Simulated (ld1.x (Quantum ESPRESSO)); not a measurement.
Ranking TM semilocal potentials for rhenium (Re)

All share these settings but for the change named:

Re, norm-conserving Troullier–Martins (semilocal form), made with ld1.x (Quantum ESPRESSO) 7.5 (PBEsol, scalar-relativistic). Core [Kr] 4d10 4f14 5s2, reference 5p6 5d5 6s2 6p0. Waves: 6s (bound): rc 2.80 bohr; 5p (bound): rc 1.20 bohr; 5d (bound): rc 1.55 bohr. Local part: the d channel. Core correction: none.

Test errors are all-electron minus pseudo excitation energies from the reference, over 5p6 5d5 6s1 6p0; 5p6 5d5 6s0 6p0; 5p6 5d4 6s0 6p0; 5p6 5d3 6s0 6p0; 5p6 5d5 6s1 6p1; 5p5 5d5 6s2 6p0; 5p6 5d4 6s2 6p1. None of these files shows a bound ghost.

The base gives 103.3 meV.

Of 9 variants that were run, those that failed, showed a ghost or another fault, or gave nearly equal values are left out.

A variant can come out equal or close to the base, since the largest error may sit in a test that the change hardly touches while other tests move.

Q: Rank these variants by their largest absolute test error, smallest first.
A. wave 5d (bound): rc 1.55 bohr becomes 5d (bound): rc 1.02 bohr
B. functional revPBE
C. wave 6s (bound): rc 2.80 bohr becomes 6s (bound): rc 3.20 bohr

A: A (69.5 meV), C (94.6 meV), B (106.9 meV).
